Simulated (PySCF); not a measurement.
C7H9P.
Z-matrix (Å and degrees, GFN2-xTB geometry), rows numbered from 1:
```
C 
C   1  1.3289
C   2  1.4523  1  125.54
C   3  1.3583  2  125.58  1    -5.22
P   4  1.7943  3  112.25  2   175.38
C   5  1.7984  4   88.93  3     8.00
C   6  1.3480  5  112.11  4    -7.91
C   7  1.4928  3  122.53  2    -0.14
H   1  1.0766  2  121.48  3   179.72
H   1  1.0765  2  122.42  3    -0.38
H   2  1.0816  1  118.86  3   179.86
H   4  1.0759  3  125.22  2     1.85
H   5  1.3971  4   96.85  3   105.55
H   6  1.0771  5  122.72  4   179.09
H   8  1.0901  7  110.43  3   -60.09
H   8  1.0903  7  110.61  3    59.73
H   8  1.0876  7  110.34  3   179.82
```

The closed-shell SCF was solved with PySCF and density fitting under several settings on one GFN2-xTB geometry (grid level 2 and gas phase unless stated).

```json
{"settings": "PBE0/pcSseg-1", "basis functions": "188", "SCF cycles": "14", "E (Eh)": "-612.9500", "HOMO (eV)": "-6.33", "LUMO (eV)": "-1.51", "dipole (D)": "1.17"}
{"settings": "B3LYP/def2-SVPD", "basis functions": "236", "SCF cycles": "14", "E (Eh)": "-613.1920", "HOMO (eV)": "-6.12", "LUMO (eV)": "-1.72", "dipole (D)": "1.13"}
```

Question: Estimate the rows for these settings: (1) BLYP/pcSseg-1; (2) wB97X/6-311G**, IEF-PCM acetonitrile.

Answer: 
```json
{"settings": "BLYP/pcSseg-1", "basis functions": "188", "SCF cycles": "16", "E (Eh)": "-613.2822", "HOMO (eV)": "-5.15", "LUMO (eV)": "-2.15", "dipole (D)": "1.00"}
{"settings": "wB97X/6-311G**, IEF-PCM acetonitrile", "basis functions": "206", "SCF cycles": "14", "E (Eh)": "-613.4544", "HOMO (eV)": "-8.47", "LUMO (eV)": "0.62", "dipole (D)": "1.64"}
```

Question: Over all rows, what range does the HOMO–LUMO gap span?

Answer: From 3.00 eV (BLYP/pcSseg-1) to 9.09 eV (wB97X/6-311G**, IEF-PCM acetonitrile). The functional of the narrowest has no exact exchange, that of the widest range-separated exact exchange.

Question: And the dipole moment?

Answer: From 1.00 D (BLYP/pcSseg-1) to 1.64 D (wB97X/6-311G**, IEF-PCM acetonitrile); the largest is 1.64 times the smallest, and the median is 1.15 D.

Cycle counts include a coarse-grid stage where the run had one. All basis functions are spherical, in the Pople sets too. The species at its GFN2-xTB geometry (one conformer only). GFN2-xTB frequencies show an imaginary mode (38i cm⁻¹), so this geometry is no minimum at that level.
